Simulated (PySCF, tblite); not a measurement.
Isomers of C6H14P2. Method: GFN2-xTB as coded in tblite; computed harmonic values from a numerical Hessian at the method's own geometry, unscaled. This tight-binding method is rough: wavenumbers can miss measured ones by several per cent, in bad cases by 10 to 20. Modes of hydrogen on phosphorus can be 10 to 20 % off. One conformer each.

Electronic energies: PBE0-D3(BJ)/def2-SVP at its own geometries (PySCF, gas phase).

| SMILES | electronic energy, lowest = 0 (kJ/mol) |
| --- | --- |
| C=CP(CC)P(C)C | 70.7 |
| C=CC[P@](C)(P)=CC | 236.9 |
| C=CC[P@](=C)(P)CC | 243.3 |
| PP1CCCCCC1 | 0.0 |
| C=[P@](C)(/C=C/C)CP | 248.0 |

Q: How do GFN2-xTB zero-point energies change the relative energies?

A: 
```tsv
SMILES	ZPE (kJ/mol)	of it from modes above 1550 cm⁻¹	electronic (kJ/mol)	with ZPE, lowest = 0 (kJ/mol)	lowest mode (cm⁻¹)	rings
PP1CCCCCC1	489.1	239.5	0.0	0.0	105	1
C=CP(CC)P(C)C	477.5	262.0	70.7	59.0	40	0
C=CC[P@](C)(P)=CC	462.0	253.2	236.9	209.8	36	0
C=CC[P@](=C)(P)CC	462.6	253.1	243.3	216.8	42	0
C=[P@](C)(/C=C/C)CP	458.1	251.7	248.0	217.0	54	0
```

The zero-point energies span 31.0 kJ/mol, from `C=[P@](C)(/C=C/C)CP` to `PP1CCCCCC1`. The order is unchanged.

Q: And how do the electronic energies of GFN2-xTB itself compare?

A: `PP1CCCCCC1` 0.0; `C=CP(CC)P(C)C` 126.3; `C=CC[P@](C)(P)=CC` 277.6; `C=CC[P@](=C)(P)CC` 276.3; `C=[P@](C)(/C=C/C)CP` 300.3 kJ/mol, lowest = 0. Against the energies above, taken from the same isomer `PP1CCCCCC1`, the largest difference is 55.6 kJ/mol. The two levels were optimised apart and needn't hold the same conformer.

Q: What do entropy and thermal enthalpy add at 298.15 K and 1 bar (rigid rotor, harmonic oscillator, one conformer each)?

A: 
| SMILES | point group | symmetry number | S (J/(mol K)) | H − H(0) (kJ/mol) | ZPE + H − H(0) − TS (kJ/mol) |
| --- | --- | --- | --- | --- | --- |
| PP1CCCCCC1 | C1 | 1 | 400.1 | 28.11 | 397.9 |
| C=CP(CC)P(C)C | C1 | 1 | 470.7 | 36.32 | 373.5 |
| C=CC[P@](C)(P)=CC | C1 | 1 | 470.0 | 36.50 | 358.4 |
| C=CC[P@](=C)(P)CC | C1 | 1 | 455.5 | 35.19 | 361.9 |
| C=[P@](C)(/C=C/C)CP | C1 | 1 | 459.3 | 35.80 | 357.0 |
